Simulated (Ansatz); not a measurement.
`C=N[SiH2]F`, relaxed with RKS PBE-D4/def2-SVP in the Gaussian-basis code of Ansatz from a rough embedded geometry. The force threshold is 0.03 eV/Å; the program also tests the step.

Charge 0, multiplicity 1.

Start:

```xyz
8

C    -0.617   -0.345    1.206
N    -0.613    0.611    0.428
Si    0.434    0.408   -0.934
F     1.471   -0.693   -0.646
H    -0.019   -1.308    1.175
H    -1.266   -0.292    2.179
H    -0.422   -0.074   -2.114
H     1.032    1.693   -1.293
```

Task: How much energy does the relaxation release, and in how many steps? (An estimate is asked.)

Result: Computed: 12.03 kcal/mol, in 8 steps, 1 of them rejected.

Task: Which bonds change most? (An estimate is asked.)

Result: Computed: Si3–F4 from 1.539 to 1.646 Å; C1–H6 from 1.171 to 1.115 Å; C1–N2 from 1.232 to 1.273 Å; Si3–H7 from 1.536 to 1.496 Å.

Task: Give the relaxed structure. (An estimate is asked.)

Result: Ansatz gave: 
```xyz
8

C    -0.649   -0.366    1.360
N    -0.656    0.380    0.329
Si    0.407    0.372   -1.053
F     1.579   -0.781   -0.968
H     0.088   -1.188    1.542
H    -1.411   -0.225    2.162
H    -0.433    0.096   -2.260
H     1.074    1.711   -1.111
```
